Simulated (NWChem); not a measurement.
# Atomisation of hexafluoroethane (C2F6)

```xyz
8

F     -1.2034    -0.6514     1.0788
C     -0.7708    -0.0182     0.0000
F     -1.2476     1.2165     0.0000
F     -1.2034    -0.6514    -1.0788
C      0.7708     0.0182     0.0000
F      1.2034     0.6514     1.0788
F      1.2476    -1.2165     0.0000
F      1.2034     0.6514    -1.0788
```
Charge 0, spin multiplicity 1.

Everything below was run with NWChem. All single points use one geometry, from PBE0/def2-SVP, held to C2h symmetry and with no frequency check, so it may be a saddle point.

Basis set: def2-SVP. The atomisation energy is electronic alone: no zero-point, thermal, spin-orbit or counterpoise terms. No value is extrapolated to the basis-set limit. Free atoms are single determinants with multiplicities F 2, C 3. Correlated methods freeze the same cores in atoms and molecule, 8 orbitals in all.

B3LYP has NWChem's definition, with VWN1-RPA local correlation. No SCF solution was tested for a lower state. Open-shell Hartree-Fock references start from PBE0 orbitals.

Task: For the atomisation energy, TPSS gives 814.6 kcal/mol and HF gives 532.1 kcal/mol. What do B3LYP, MP2, LDA (SVWN5) give?

Result: B3LYP: 805.2 kcal/mol; MP2: 795.8 kcal/mol; LDA (SVWN5): 1027.2 kcal/mol.
